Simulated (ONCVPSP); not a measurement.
# Scattering properties, ONCV potential for Ga (Z = 31)

Ga, optimised norm-conserving Vanderbilt (ONCV), made with ONCVPSP 4.0.1 (PBE, scalar-relativistic). Core [Ar] 3d10, reference 4s2 4p1. Waves: 4s: rc 1.60 bohr, ncon 4, nbas 8, qcut 4.4 1/bohr, 2 projectors, debl 1.1 Ha; 4p: rc 2.10 bohr, ncon 3, nbas 8, qcut 4.6 1/bohr, 2 projectors, debl 2.1 Ha; d scattering state at 0.23 Ha: rc 1.85 bohr, ncon 3, nbas 7, qcut 5 1/bohr, 2 projectors, debl 2.7 Ha. Local part: polynomial inside 1.25 bohr (lpopt 4, dvloc0 -1 Ha). Core correction: Teter function, fcfact 3.25, rcfact 1.2.

The phase is arctan(r·R′/R) of the radial function R(r), unwrapped; energies in Ha, scanned from -2 to 5 Ha. A pole is an energy at which the radial function vanishes at the test radius. The pseudo phase is shifted by a multiple of π to meet the all-electron one at the reference energy, and phase errors are pseudo minus all-electron; the curves can meet again beyond the range given. Levels narrower than the energy grid can be missing from the lists of poles.

```json
{"channel": "s", "radius (bohr)": "1.63", "reference energy (Ha)": "-0.33", "poles, all-electron": "3.37", "poles, pseudo": "2.22, 3.71", "unbroken range about the reference energy with phases within 0.05 rad": "below 2.2", "phase error 1 Ha above the reference energy (rad)": "-0.000"}
{"channel": "p", "radius (bohr)": "2.13", "reference energy (Ha)": "-0.09", "poles, all-electron": "1.66", "poles, pseudo": "1.66", "unbroken range about the reference energy with phases within 0.05 rad": "below 3.4", "phase error 1 Ha above the reference energy (rad)": "-0.000"}
{"channel": "d", "radius (bohr)": "1.88", "reference energy (Ha)": "0.23", "poles, all-electron": "-0.59, 3.92", "poles, pseudo": "0.59, 4.18", "unbroken range about the reference energy with phases within 0.05 rad": "-0.1 to 0.4", "phase error 1 Ha above the reference energy (rad)": "-2.545"}
```

Note: no bound ghost flagged; GHOST(+) flagged for d at 15.9 eV, s at 62.9 eV.

Phases in the p channel:

```
E (Ha)  all-electron  pseudo
 -1.98         1.224   1.222
 -1.80         1.196   1.194
 -1.62         1.163   1.160
 -1.44         1.120   1.118
 -1.26         1.064   1.062
 -1.08         0.990   0.988
 -0.90         0.884   0.883
 -0.72         0.728   0.727
 -0.54         0.488   0.487
 -0.36         0.129   0.128
 -0.18        -0.313  -0.313
  0.00        -0.701  -0.701
  0.18        -0.969  -0.969
  0.36        -1.143  -1.143
  0.54        -1.261  -1.261
  0.72        -1.344  -1.345
  0.90        -1.407  -1.407
  1.08        -1.456  -1.457
  1.26        -1.497  -1.498
  1.44        -1.532  -1.532
  1.62        -1.563  -1.564
  1.80        -1.592  -1.593
  1.98        -1.620  -1.620
  2.16        -1.648  -1.648
  2.34        -1.677  -1.677
  2.52        -1.709  -1.709
  2.70        -1.744  -1.746
  2.88        -1.787  -1.791
  3.06        -1.841  -1.849
  3.24        -1.913  -1.932
  3.42        -2.016  -2.061
  3.60        -2.179  -2.292
  3.78        -2.460  -2.756
  3.96        -2.941  -3.475
  4.14        -3.520  -3.997
  4.32        -3.929  -4.259
  4.50        -4.161  -4.402
  4.68        -4.298  -4.492
  4.86        -4.386  -4.556
```
